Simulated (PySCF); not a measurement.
A side-by-side comparison of computed properties.

First species: C2H10OSi4.
SMILES: `C#C[Si]([SiH3])([SiH3])O[SiH3]`

Second species: C3H11NSi2.
SMILES: `C1CN[SiH2][SiH2]C1`

Levels: wB97X-D/def2-SVPD for dipole moment, HOMO energy, LUMO energy, HOMO–LUMO gap, static isotropic polarisability and electronic spatial extent ⟨r²⟩ about the centre of nuclear charge; TDDFT wB97X-D/def2-SVPD for lowest singlet excitation; TDA wB97X-D/def2-SVPD for lowest triplet excitation (Tamm–Dancoff); GFN2-xTB for rotational constant A and rotational constant C. Geometries: GFN2-xTB. All species are isolated and taken at one optimised geometry, non-relativistic unless stated. Electronic properties by PySCF.

The conformers computed, where there is a choice (atom-mapped SMILES and torsion angles):
- `[CH:1]#[C:2][Si:3]([SiH3:4])([SiH3:5])[O:6][SiH3:7]`: C2–Si3–O6–Si7 0°

```tsv
property	column X	column Y
dipole moment	0.73 D	1.47 D
HOMO energy	-9.31 eV	-8.50 eV
LUMO energy	0.59 eV	1.54 eV
HOMO–LUMO gap	9.90 eV	10.04 eV
lowest singlet excitation	5.38 eV	5.55 eV
lowest triplet excitation (Tamm–Dancoff)	4.90 eV	5.29 eV
static isotropic polarisability	135.8 au	95.0 au
electronic spatial extent ⟨r²⟩ about the centre of nuclear charge	1955 bohr²	934 bohr²
rotational constant A	1.016 GHz	2.601 GHz
rotational constant C	0.764 GHz	1.393 GHz
```

(1) Which column belongs to which species?

(2) How does each property change from the first species to the second?

Answers

(1) Column X is the first species and column Y the second. The first has 17 atoms and 86 electrons, the second 17 and 64.

(2) dipole moment +0.74 D; HOMO energy +0.81 eV; LUMO energy +0.95 eV; HOMO–LUMO gap +0.14 eV; lowest singlet excitation +0.17 eV; lowest triplet excitation (Tamm–Dancoff) +0.39 eV; static isotropic polarisability -40.8 au; electronic spatial extent ⟨r²⟩ about the centre of nuclear charge -1021 bohr²; rotational constant A +1.585 GHz; rotational constant C +0.629 GHz.

On the first: The vertical singlet–triplet gap S1 − T1 is 0.48 eV (TDDFT singlet less Tamm–Dancoff triplet; S1: HOMO→LUMO, weight 0.81; T1: HOMO→LUMO, weight 0.89). The dipole equals about 2.4 × 10⁻³⁰ C·m (1 D = 3.33564 × 10⁻³⁰ C·m). GFN2-xTB frequencies show an imaginary mode (34i cm⁻¹), so this geometry is no minimum at that level.

On the second: The vertical singlet–triplet gap S1 − T1 is 0.26 eV (TDDFT singlet less Tamm–Dancoff triplet; S1: HOMO→LUMO, weight 0.92; T1: HOMO→LUMO, weight 0.89). The polarisability is 14.07 Å³ as a volume (1 au = 0.148185 Å³), or 1.48 au for each of the 64 electrons.
